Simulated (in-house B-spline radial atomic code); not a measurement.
**Ionising K⁸⁺ with different functionals**

Computed with an all-electron radial atomic-structure program (B-spline basis): four-component Dirac-Coulomb Hamiltonian, Fermi nucleus of rms radius 3.4349 fm, spin-restricted, spherical fractional occupations for the functionals, and exact exchange of hybrids averaged over the configuration. The ionisation energy is the difference of two self-consistent energies, [Ne] 3s1 → [He] 2s2 2p6, without Breit or QED terms; ε is the level of the shell that loses the electron (mean over j).

| method | rung | ΔSCF (eV) | -ε(3s) (eV) |
| --- | --- | --- | --- |
| B97-1 | global hybrid | 175.79 | 167.90 |
| PBE0 | global hybrid | ? | ? |
| BHandHLYP | global hybrid | 176.55 | 171.26 |
| LC-wPBE | range-separated hybrid | ? | ? |

**Question.** What does PBE0 give?

**Answer.** ΔSCF 175.93 eV, and -ε(3s) = 168.41 eV.

**Question.** What does LC-wPBE give?

**Answer.** ΔSCF 175.97 eV, and -ε(3s) = 171.21 eV.

**Question.** Among the functionals, which spreads more, the ΔSCF values or the orbital energies?

**Answer.** The orbital energies: ΔSCF values span about 0.76 eV and the orbital energies 3.36 eV; here energy differences depend much less on the functional than eigenvalues do.

**Question.** How do they compare with the NIST value?

**Answer.** NIST lists 175.817 eV ± 0.0025 (semi-empirical, ground level to ground level). Errors run from -0.03 to +0.73 eV; B97-1 is closest (-0.03 eV), but part of that can be cancellation, since the calculations leave out Breit-QED terms, spin polarisation.
